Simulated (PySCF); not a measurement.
GeH₆SiTe, SMILES [SiH3][Te][GeH3]. Geometry: PBE0-D3(BJ)/def2-SVP. This is a generated structure with no PubChem entry under its InChIKey; it may be hypothetical. The def2 effective core potentials stand for the cores of Te; spin–orbit coupling is left out.

Computed equilibrium geometry at PBE0-D3(BJ)/def2-SVP (PySCF confirms it by a frequency run) as Cartesian coordinates in Å:
```xyz
9

Te     0.4269    -0.2967     0.8126
Si    -0.0149    -2.1095    -0.8539
H      0.4927    -3.3778    -0.2543
H      0.6973    -1.8354    -2.1380
H     -1.4774    -2.2308    -1.1325
Ge    -0.6033     1.4673    -0.7401
H     -0.4924     2.8125    -0.0060
H      0.1741     1.5143    -2.0672
H     -2.0782     1.1266    -1.0161
```
Charge 0, spin multiplicity 1.
